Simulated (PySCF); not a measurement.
**Two-component Hartree-Fock for Hg⁺ (mercury, charge +1)**

Start: [Xe] 4f14 5d9 6s2; 5d3/2 filled at m_j = -3/2, -1/2, +1/2, +3/2; 5d5/2 filled at m_j = -3/2, -1/2, +1/2, +3/2, +5/2. Calculated with PySCF 2.14 in x2c-SVPall-2c with one added diffuse shell each of s, p, d type (8s11p10d2f, 105 functions): generalised Hartree-Fock with the X2C-1e Hamiltonian and a Gaussian nucleus; spin-orbit coupling (SO) screened by Boettger's factors. This is a chosen level, not necessarily the ground level.

```
spinor shell  electrons  ε, screened SO (eV)  weight of nominal j (screened SO)  rms radius, screened SO (bohr)
       1s1/2          2             -83546.0                              1.000                          0.0187
       2s1/2          2             -14968.3                              1.000                          0.0756
       2p1/2          2             -14338.6                              1.000                          0.0639
       2p3/2          4             -12385.0                              1.000                          0.0720
       3s1/2          2              -3631.6                              1.000                           0.193
       3p1/2          2              -3348.9                              1.000                           0.184
       3p3/2          4              -2909.5                              1.000                           0.201
       3d3/2          4              -2445.7                              1.000                           0.177
       3d5/2          6              -2353.1                              1.000                           0.180
       4s1/2          2              -846.45                              1.000                           0.424
       4p1/2          2              -723.90                              1.000                           0.429
       4p3/2          4              -616.49                              1.000                           0.463
       4d3/2          4              -415.80                              1.000                           0.476
       4d5/2          6              -395.50                              1.000                           0.486
       5s1/2          2              -151.75                              1.000                           0.968
       4f5/2          6              -134.93                              0.999                           0.526
       4f7/2          8              -130.70                              0.999                           0.527
       5p1/2          2              -108.61                              0.999                            1.09
       5p3/2          4              -89.512                              0.999                            1.13
       5d3/2          4              -30.196                              0.972                            1.50
       5d5/2          5              -27.663                              0.978                            1.56
       6s1/2          2              -18.292                              0.999                            2.70
```

```csv
quantity,screened SO
E (hartree),-19637.92088
M_J,5/2
⟨J²⟩,8.755
⟨L²⟩,6.152
⟨S²⟩,0.898
```

Each row is a mean over spinors that exchange with the open shell spreads, by up to 4.899 eV (5p3/2).

Breit and QED terms are absent; they matter most for the inner s and p1/2 levels.

Densities and radii are taken from the X2C orbitals without a picture-change correction, which distorts them close to the nucleus.
